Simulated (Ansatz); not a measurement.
```yaml
crystal:
  periodic: [false, false, false]
  atoms:
    - {symbol: F, position_ang: [-1.679806, 0.548062, 1.058867]}
    - {symbol: C, position_ang: [-0.533601, 0.852936, 0.372444]}
    - {symbol: C, position_ang: [-0.475039, 0.136243, -0.985794]}
    - {symbol: C, position_ang: [0.394103, -0.980297, -0.355912]}
    - {symbol: C, position_ang: [0.640105, -0.041129, 0.818515]}
    - {symbol: F, position_ang: [1.811601, 0.635318, 0.695169]}
    - {symbol: F, position_ang: [0.592133, -0.549814, 2.057089]}
    - {symbol: H, position_ang: [-0.366099, 1.930452, 0.415870]}
    - {symbol: H, position_ang: [-1.447699, -0.158794, -1.375303]}
    - {symbol: H, position_ang: [0.057803, 0.722492, -1.734078]}
    - {symbol: H, position_ang: [-0.198931, -1.838881, -0.041982]}
    - {symbol: H, position_ang: [1.282329, -1.311789, -0.890785]}
basis:
  gaussian: {orbitals: "6-31++G**", point_charges: [{charge: 0.50, position_ang: [4.430, -0.484, 0.708]}]}
magnetization: {spin_polarized: true, initial_magnetization: 2}
hamiltonian: {xc: {name: LC-wPBE}}
output: {forces: true}
```

```sh
$ ansatz run in.yaml --threads 4 --pin off --events-out ev --progress --plain --max-ram 11315MiB
```

It prints (some lines left out):

```
Functional definition: LC-wPBE
1536 factors; their error is unknown
548 factors; integrals over basis functions are off by at most 2.3e-5 eV
mean field evaluation 1: about -12360.6931 eV, gradient 3.3e1 eV
mean field evaluation 2: about -12362.9933 eV, gradient 2.5e1 eV
mean field evaluation 4: about -12365.1766 eV, gradient 2.2e0 eV
mean field evaluation 8: about -12365.2138 eV, gradient 2.1e-1 eV
mean field evaluation 16: about -12365.1181 eV, gradient 2.5e-2 eV
mean field evaluation 32: about -12365.1182 eV, gradient 3.8e-4 eV
mean field evaluation 64: about -12365.4139 eV, gradient 1.7e-4 eV
mean field -12365.41393680 eV, -454.4205805989 hartree, gradient 4.7e-6 eV, S^2 2.003851; 12 other end points of the search recorded, 0 dependent functions left out
reference -12365.41393682 eV, -454.4205805995 hartree; 29, 27 occupied and 134, 136 virtual orbitals, 1536 factors
Total energy: -12365.41393682 eV, -454.4205805995 hartree
Atom 0 at    -1.679806     0.548062     1.058867 Å, force     1.417679     0.111086    -0.359420 eV/Å
Atom 1 at    -0.533601     0.852936     0.372444 Å, force    -4.021260    -0.310158    -2.311577 eV/Å
Atom 2 at    -0.475039     0.136243    -0.985794 Å, force    -0.369415     0.252499    -0.132881 eV/Å
Atom 3 at     0.394103    -0.980297    -0.355912 Å, force    -1.961556     0.057873    -1.960315 eV/Å
Atom 4 at     0.640105    -0.041129     0.818515 Å, force     6.676846    -1.145662     4.677967 eV/Å
Atom 5 at     1.811601     0.635318     0.695169 Å, force    -2.195387    -0.405281    -0.036852 eV/Å
Atom 6 at     0.592133    -0.549814     2.057089 Å, force    -0.359752     0.788813    -1.511075 eV/Å
Atom 7 at    -0.366099     1.930452     0.415870 Å, force     0.743403     0.106040     0.503949 eV/Å
Atom 8 at    -1.447699    -0.158794    -1.375303 Å, force    -0.038334    -0.014157     0.045735 eV/Å
Atom 9 at     0.057803     0.722492    -1.734078 Å, force     0.094022     0.013910    -0.003771 eV/Å
Atom 10 at    -0.198931    -1.838881    -0.041982 Å, force    -0.186372     0.142465     0.572203 eV/Å
Atom 11 at     1.282329    -1.311789    -0.890785 Å, force     0.779610     0.559500     0.544966 eV/Å
Dipole moment:    -2.701100     0.726301    -0.545385 e Å
```

Run time 26 s (4 threads of an Intel Xeon Platinum 8259CL on a shared host); peak host memory 0.72 GiB.
